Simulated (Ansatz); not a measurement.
HClSi, triplet, at a GFN2-xTB geometry (the spin is typed, not shown lowest); B3LYP/cc-pVTZ (Ansatz, a quantum-chemistry and plane-wave program).

Input for Ansatz:
Ansatz 0.2 input:
```yaml
crystal:
  periodic: [false, false, false]
  atoms:
    - {symbol: Si, position_ang: [0.86396504, -0.22610767, 0.58191413]}
    - {symbol: H, position_ang: [2.08188360, -0.47765862, -0.16155694]}
    - {symbol: Cl, position_ang: [-0.83396437, 0.21430388, -0.46972005]}
basis:
  gaussian:
    orbitals: cc-pVTZ
hamiltonian:
  xc: b3lyp
magnetization: {spin_polarized: true, initial_magnetization: 2}
```

Output, abridged:

```
Functional definition: B3LYP
632 factors; their error is unknown
mean field evaluation 1: about -20416.0345 eV, gradient 7.7e0 eV
mean field evaluation 2: about -20416.3223 eV, gradient 5.4e0 eV
mean field evaluation 4: about -20416.4917 eV, gradient 5.8e-1 eV
mean field evaluation 8: about -20416.5746 eV, gradient 3.9e-2 eV
mean field evaluation 16: about -20416.5746 eV, gradient 3.1e-5 eV
mean field -20416.57461901 eV, -750.2952783972 hartree, gradient 3.1e-5 eV, S^2 2.002664; 0 other end points of the search recorded, 0 dependent functions left out
reference -20416.57481750 eV, -750.2952856917 hartree; 17, 15 occupied and 65, 67 virtual orbitals, 632 factors
Total energy: -20416.57481750 eV, -750.2952856917 hartree
```
